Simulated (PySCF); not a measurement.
Work out the structure from these simulated measurements.

Formula: C5H6ClF3O.

- 13C NMR: chemical shifts (computed TMS as zero) by class: 183.1 (1 C), 116.6 (1 C), 95.2 (1 C), 23.6 (1 C), 11.2 (1 C) ppm [GIAO B3LYP/pcSseg-1]
- UV, strongest line: among the 10 lowest singlet transitions: S10 at 8.19 eV (151 nm, f = 0.230) [TDDFT B3LYP/def2-SVPD]
- NMR, other nuclei: isotropic shieldings of nuclei other than C and H, by class: -269 (1 O), 298 (1 F), 312 (1 F), 402 (1 F), 470 (1 Cl) ppm [GIAO B3LYP/pcSseg-1]
- Triplet: lowest triplet excitation (Tamm–Dancoff): 4.27 eV [TDA B3LYP/def2-SVPD]
- UV, first state: lowest singlet excitation: 4.80 eV (258 nm, f = 0.001) [TDDFT B3LYP/def2-SVPD]
- Polarisability: 81.0 au [B3LYP/def2-SVPD]
- Rotational structure: rotational constants A, B, C: 2.116, 0.683, 0.656 GHz [PBE0-D3(BJ)/def2-SVP]
- 1H NMR: chemical shifts (computed TMS as zero) by class: 4.64 (1 H), 1.84 (1 H), 1.52 (1 H), 1.20 (3 H) ppm [GIAO B3LYP/pcSseg-1]
- Dipole: 2.34 D [B3LYP/def2-SVPD]

Electronic properties: PySCF, gas phase, density fitting. Levels stand in brackets. The structure is a single PBE0-D3(BJ)/def2-SVP conformer in the gas phase; no vibrational or solvent corrections. NMR values are class means; diastereotopic atoms form classes of their own.

Problem. Propose a structure and show how it fits.

Solution. Numbering: `[CH3:1][CH2:2][C@H:3]([F:4])[C:5]([F:6])([F:7])[C:8](=[O:9])[Cl:10]`. Its formula, C5H6ClF3O, gives 1 degree of unsaturation: 0 rings and 1 π bond in the structure found. 5 carbons fall into 5 classes; from least to most shielded: acyl halide carbon [C8] (183.1 ppm), CF2 carbon [C5] (116.6 ppm), sp3 C–F carbon [C3] (95.2 ppm), chain CH2 carbon [C2] (23.6 ppm), methyl carbon [C1] (11.2 ppm). Hydrogen classes from least to most shielded: 1 H on an sp3 C–F carbon, C3 (4.64 ppm), 1 H on a chain CH2 carbon, C2 (1.84 ppm), 1 H on a chain CH2 carbon, C2 (1.52 ppm), 3 H on a methyl carbon, C1 (1.20 ppm, a mean of values up to 0.5 ppm apart in this geometry). The other shieldings belong to: -269 ppm, carbonyl oxygen [O9]; 298 ppm, fluorine of a CF2 group [F6]; 312 ppm, fluorine of a CF2 group [F7]; 402 ppm, alkyl fluorine [F4]; 470 ppm, chlorine bonded to C [Cl10]. S1 is mainly HOMO→LUMO (weight 0.97); the largest Löwdin shares of the orbital it empties are 0.45 on the carbonyl oxygen, 0.20 on the chlorine bonded to C, 0.08 on the acyl halide carbon and 0.08 on the CF2 carbon, of the orbital it fills 0.40 on the acyl halide carbon, 0.32 on the carbonyl oxygen, 0.13 on the chlorine bonded to C and 0.06 on the CF2 carbon. The optimised geometry has point group C1 and is an asymmetric top. Structure: `CC[C@H](F)C(F)(F)C(=O)Cl`. Computed isomers that give other values at the same levels: `C[C@@H](CC(F)(F)F)C(=O)Cl` (rotational constant A: 1.890 GHz; this holds for the one conformer computed). The assignments are read from this structure; whether some other isomer fits the data as well wasn't checked. The mirror image fits equally.

Conformer computed: `[CH3:1][CH2:2][C@H:3]([F:4])[C:5]([F:6])([F:7])[C:8](=[O:9])[Cl:10]`: C1–C2–C3–F4 -63°, C2–C3–C5–F6 -64°, C3–C5–C8–O9 46°.
